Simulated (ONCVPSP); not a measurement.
**Pseudopotential generation for Zn (Z = 30): ONCV, PBEsol, fully relativistic.**

Zn (Z = 30), optimised norm-conserving Vanderbilt (ONCV), made with ONCVPSP 4.0.1 (PBEsol, fully relativistic). Core [Ne], reference 3s2 3p6 3d10 4s2. Waves: 3s+4s: rc 1.15 bohr, ncon 5, nbas 8, qcut 7.9 1/bohr, 2 projectors; 3p: rc 0.95 bohr, ncon 4, nbas 7, qcut 14.8 1/bohr, 1 projector; 3d: rc 0.90 bohr, ncon 3, nbas 8, qcut 20.4 1/bohr, 2 projectors, debl 1 Ha. Local part: polynomial inside 0.85 bohr (lpopt 5, dvloc0 3 Ha). Core correction: none.

Open shells are filled in proportion to 2j + 1.

Results:

```
Cutoffs needed           : 137 Ha and 157 Ha (the cutoffs (Ha) at which the residual kinetic energy of the hardest occupied pseudo-wave falls to 1 and 0.1 mHa per electron)
Ghost test               : no bound ghost flagged; no localised positive-energy state flagged
Largest excitation error : +38 meV (all-electron minus pseudo) for 3s2 3p5 3d10 4s2, out of 4 test configurations
```

Generation and tests took about 4.4 s on one core of a shared server CPU.
